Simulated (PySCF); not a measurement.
Ti(F)4(OH2) (F₄H₂OTi), SMILES [OH2]->[Ti]([F])([F])([F])[F], multiplicity 1. Atoms are numbered in the order given.

```xyz
8

Ti    -0.2391     0.0096     0.0000
F      0.1745    -0.7818     1.5091
F      0.1745    -0.7818    -1.5091
F     -0.1649     1.7400     0.0000
F     -1.9504    -0.2500     0.0000
O      2.0475     0.1387     0.0000
H      2.3884    -0.3291    -0.7733
H      2.3884    -0.3291     0.7733
```

Geometry optimised at PBE0-D3(BJ)/def2-SVP. The spin state was assumed, not searched.

Method: PySCF with PBE/def2-TZVP.

Isolated molecule, no solvent.

| Quantity | Value |
|---|---|
| total energy | -1325.14212 hartree |
| point group | Cs |
| highest occupied level | -8.90 eV |
| lowest empty level | -3.41 eV |
| orbital gap | 5.50 eV |
| dipole moment | 4.00 D |
| quadrupole, principal values (traceless, Buckingham form, about the centre of nuclear charge) | -7.42, -2.87, 10.29 D·Å |
| mean static polarisability | 39.9 bohr³ (5.92 Å³) |
| polarisability, principal values | 37.4, 39.0, 43.5 bohr³ |
